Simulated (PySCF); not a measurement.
Ag2, SMILES [Ag][Ag], multiplicity 1. Coordinates come from a PBE0-D3(BJ)/def2-TZVPD optimisation. The spin state was assumed, not searched. The def2 effective core potentials stand for the cores of Ag; spin–orbit coupling is left out.

Level of theory: PBE0-D3(BJ)/def2-TZVPD (PySCF 2.14.0).

Harmonic wavenumbers (cm⁻¹): 181. Rotational constants (GHz): 1.412 (linear); symmetry number 2.

**Question.** Work out the zero-point energy and the ideal-gas rigid-rotor harmonic-oscillator thermochemistry at 298.15 K and 1 atm.

**Answer.** ZPE = ½ Σ hcν = ½ × 181 cm⁻¹ = 1.08 kJ/mol. H − E(el) = 11.31 kJ/mol. Entropy in J/(mol K): translation 175.77, rotation 72.31, vibration 9.69, total 257.77. G − E(el) = -65.54 kJ/mol. Cp = 36.90 J/(mol K).
